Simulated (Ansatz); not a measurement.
`C=C(N)[SiH3]`, relaxed with RKS PBE-D4/def2-SVP in the Gaussian-basis code of Ansatz from a rough embedded geometry. The force threshold is 0.03 eV/Å; the program also tests the step.

Total charge 0; spin multiplicity 1.

Start:

```xyz
11

C     0.067   -1.345   -0.700
C    -0.174   -0.119   -0.313
N    -0.750    0.814   -1.154
Si    0.378    0.434    1.437
H     0.452   -2.141   -0.012
H    -0.253   -1.752   -1.689
H    -0.380    1.777   -1.008
H    -0.626    0.553   -2.156
H    -0.778    0.084    2.357
H     0.509    1.917    1.404
H     1.555   -0.223    1.834
```

```csv
step,energy (eV),largest force (eV/Å),largest move (Å)
1,-11540.6331,4.029,0.000
2,-11540.8865,0.643,0.150
3,-11540.9326,0.330,0.049
4,-11540.9493,0.202,0.200
5,-11540.9592,0.105,0.200
6,-11540.9677,0.083,0.103
7,-11540.9694,0.057,0.045
8,-11540.9700,0.020,0.023
```

End:

```xyz
11

C     0.204   -1.382   -0.744
C    -0.100   -0.117   -0.348
N    -0.819    0.796   -1.115
Si    0.315    0.426    1.417
H     0.710   -2.082   -0.064
H    -0.065   -1.759   -1.747
H    -0.599    1.785   -0.978
H    -0.940    0.560   -2.104
H    -0.920    0.510    2.275
H     0.927    1.805    1.383
H     1.287   -0.542    2.026
```

Run time 12 s (2 threads of an AMD EPYC 7B13 on a shared host); peak host memory 0.15 GiB.
